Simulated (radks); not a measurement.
Question: Successive ionisation energies (eV) of one element, from differences of total energies of ions in their ground configurations, starting at charge 2: 45.855, 60.555, 82.200, 99.700, 117.53, 153.84, 175.60, 504.61, 565.87, 627.45. Method: non-relativistic Kohn-Sham, TPSS, spin-polarised, spherical densities, point nucleus; open shells are filled with parallel spins first; meta-GGA in the generalised Kohn-Sham scheme; computed with a radial shooting solver on a logarithmic mesh with Libxc functionals. Which element is it?

Answer: Potassium (Z = 19). The first species listed is K2+ in [Ne] 3s2 3p5, the last K11+ in [He] 2s2 2p4.
